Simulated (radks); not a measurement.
The scandium ion Sc3+, [Ar]. All-electron calculation, non-relativistic Kohn-Sham, exchange-only B88, spin-polarised, spherical densities, point nucleus. Program: a radial shooting solver on a logarithmic mesh with Libxc functionals. Every spin shell is full or empty, so the densities are truly spherical. Functionals are evaluated on that one density, not self-consistently. Rank these exchange functionals by their error against the exact value of the orbitals, and give that value: LDA, B88, PBEsol, RPBE, PW86, OPTX, AM05, SOGGA, B86b, G96, APBE, SCAN, TASK.

Answer. Exact: -37.2988 hartree. From best to worst, with 100 (|E| - |E exact|)/|E exact| (equal figures are ties): B88 -0.02, B86b +0.03, RPBE -0.09, G96 +0.12, OPTX +0.18, SCAN +0.30, PW86 +0.34, APBE +0.50, TASK -2.88, PBEsol -3.28, SOGGA -3.32, AM05 -6.51, LDA -7.35.
